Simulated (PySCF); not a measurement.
Electron correlation in Fe (iron, neutral)

[Ar] 3d6 4s2, high-spin 5D determinant. All numbers are calculated (PySCF 2.14, no relativity, point nucleus, in def2-QZVPPD). Frozen: [Ne]; 16 electrons correlated.

MP2 pair energies summed by pair of shells (mhartree):

```tsv
pair	energy	share (%)
3p-3d	-186.96	35.6
3d-3d	-132.26	25.2
3p-3p	-65.95	12.5
3s-3d	-35.12	6.7
3d-4s	-34.56	6.6
3s-3p	-29.27	5.6
4s-4s	-22.73	4.3
3p-4s	-13.34	2.5
3s-3s	-4.54	0.9
3s-4s	-1.02	0.2
```

Total MP2 correlation energy: -525.76 mhartree.

Same-spin part -177.17 and opposite-spin part -348.58 mhartree; SCS-MP2 scales them by 1/3 and 6/5 to -477.36 mhartree.

This basis was not built for core-valence correlation, so the inner-shell part is incomplete.
